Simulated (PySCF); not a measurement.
TlO and its ions

PBE0; PySCF, scalar-relativistic core potentials, basis sets Tl def2-SVPD with ECP60, O def2-SVPD. Neutral (UKS): doublet (π ↑), Re = 2.220 Å, ωe = 446 cm⁻¹, De = 3.19 eV, HOMO -6.67 eV, LUMO -2.95 eV.

TlO⁻ (UKS): singlet (closed shell), Re = 2.023 Å, ωe = 609 cm⁻¹, De = 3.37 eV to Tl + O⁻. The energies at the minima are -247.54420 hartree for TlO and -247.60420 for TlO⁻.

(1) Work out the adiabatic electron affinity, without and with harmonic zero-point energies (1 hartree = 27.2114 eV, 1 eV = 8065.5 cm⁻¹), and the change of the bond length.

These are scalar-relativistic numbers at best; spin–orbit coupling would shift them, the dissociation energy most. For an ion De counts to the pair picked by the measured ionisation energies or electron affinities, which need not be the lowest pair at this level. States were picked by a PBE0 search and need not be the measured ground states.

Results:

(1) At PBE0: 0.06000 hartree = 1.633 eV between the minima; the zero-point term (446.0 − 609.0)/2 cm⁻¹ = -0.010 eV makes it 1.623 eV. Re changes by -19.7 pm against the neutral. The electron enters a π orbital; the charge polarises the partner, so the anion is bound more strongly.
